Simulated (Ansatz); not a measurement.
Cost and result for the atomization energy of C2H8OSSi (`CO[SiH](C)S`) (13 atoms, 12 bonds).

```xyz
13

C     0.2472    1.8455    0.8529
O    -0.2798    0.5489    1.0101
Si    0.1868   -0.7193    0.0754
C    -0.5885   -0.6963   -1.6130
S    -0.4514   -2.5173    1.0176
H     1.3366    1.8296    0.7255
H    -0.1963    2.3540   -0.0107
H     0.0129    2.4226    1.7492
H     1.6731   -0.6735   -0.0266
H    -0.2298   -1.5341   -2.2155
H    -0.3352    0.2293   -2.1369
H    -1.6767   -0.7611   -1.5422
H     0.3013   -2.3283    2.1142
```

Charge 0, multiplicity 1. All single points use the PBE0-D4/def2-TZVP geometry. It is one conformer, not always the lowest. Program: Ansatz. All runs use 4 threads of an Intel Xeon 6975P-C on a shared host. Times are those of one run each, without the atoms' runs, and a repeat can differ threefold. Electronic energies, without spin–orbit coupling; frozen cores. CCSD(T)/CBS adds CCSD(T) − MP2 in def2-TZVPP to the MP2 limit, and its time is that of the two runs behind it. T1 = 0.011. HSE06 is the plane-wave form, built on full-range PBE exchange.

CCSD(T)/CBS is a level of theory with its own doubt, some kJ/mol a heavy atom from the limit and from the frozen cores, so smaller differences don't rank the functionals.

```
                           level  functions  wall time
          LDA (SPW92)/def2-TZVPP        289      1.1 s
              BLYP-D4/def2-TZVPP        289      1.5 s
             BHLYP-D4/def2-TZVPP        289      2.3 s
             HSE06-D4/def2-TZVPP        289      2.6 s
         CAM-B3LYP-D4/def2-TZVPP        289      2.8 s
           r2SCANh-D4/def2-TZVPP        289      3.3 s
                CCSD(T)/def2-SVP        118      3.5 s
               B97M-V/def2-TZVPP        289      4.7 s
              ωB97X-V/def2-TZVPP        289        5 s
ωB97M-V/def2-TZVPP (with forces)        289      7.5 s
                  MP2/def2-QZVPP        551       18 s
              CCSD(T)/def2-TZVPP        289       71 s
               CCSD(T)/CBS(def2)          –       89 s
```

Q: What atomization energy does each give, and how far from CCSD(T)/CBS? (Estimate.)

A: Ansatz gave: 
```json
{"level": "LDA (SPW92)/def2-TZVPP", "atomization (kcal/mol)": "1285.1", "difference from CCSD(T)/CBS": "148.5", "per bond": "12.4"}
{"level": "BLYP-D4/def2-TZVPP", "atomization (kcal/mol)": "1127.2", "difference from CCSD(T)/CBS": "-9.4", "per bond": "-0.8"}
{"level": "BHLYP-D4/def2-TZVPP", "atomization (kcal/mol)": "1107.2", "difference from CCSD(T)/CBS": "-29.4", "per bond": "-2.4"}
{"level": "HSE06-D4/def2-TZVPP", "atomization (kcal/mol)": "1133.3", "difference from CCSD(T)/CBS": "-3.3", "per bond": "-0.3"}
{"level": "CAM-B3LYP-D4/def2-TZVPP", "atomization (kcal/mol)": "1138.0", "difference from CCSD(T)/CBS": "1.4", "per bond": "0.1"}
{"level": "r2SCANh-D4/def2-TZVPP", "atomization (kcal/mol)": "1131.8", "difference from CCSD(T)/CBS": "-4.8", "per bond": "-0.4"}
{"level": "CCSD(T)/def2-SVP", "atomization (kcal/mol)": "1065.7", "difference from CCSD(T)/CBS": "-70.9", "per bond": "-5.9"}
{"level": "B97M-V/def2-TZVPP", "atomization (kcal/mol)": "1139.7", "difference from CCSD(T)/CBS": "3.1", "per bond": "0.3"}
{"level": "ωB97X-V/def2-TZVPP", "atomization (kcal/mol)": "1139.4", "difference from CCSD(T)/CBS": "2.8", "per bond": "0.2"}
{"level": "ωB97M-V/def2-TZVPP (with forces)", "atomization (kcal/mol)": "1139.6", "difference from CCSD(T)/CBS": "3.0", "per bond": "0.3"}
{"level": "MP2/def2-QZVPP", "atomization (kcal/mol)": "1136.5", "difference from CCSD(T)/CBS": "-0.1", "per bond": "0.0"}
{"level": "CCSD(T)/def2-TZVPP", "atomization (kcal/mol)": "1107.2", "difference from CCSD(T)/CBS": "-29.4", "per bond": "-2.5"}
{"level": "CCSD(T)/CBS(def2)", "atomization (kcal/mol)": "1136.6", "difference from CCSD(T)/CBS": "0.0", "per bond": "0.0"}
```

From BLYP to BHLYP (50 % exact exchange), in def2-TZVPP and without D4, the atomization energy moves by −13.7 kcal/mol: exact exchange takes away binding that semilocal exchange gives to molecules. The D4 term adds +10.8 kcal/mol with B3LYP and +5.7 kcal/mol with PBE0; it sums over pairs of atoms, weighted by their polarisabilities, and B3LYP, whose exchange is more repulsive, gets the larger term. Leaving LDA and LC-ωPBE aside and taking each functional with its dispersion term where it has one, the values, not all of them listed here, spread over 39.6 kcal/mol, from BHLYP-D4 to PBE-D4. LDA lies +145.0 kcal/mol from PBE without D4, its usual overbinding.

B3LYP here is the variant with VWN-RPA as its local correlation; programs differ in this.
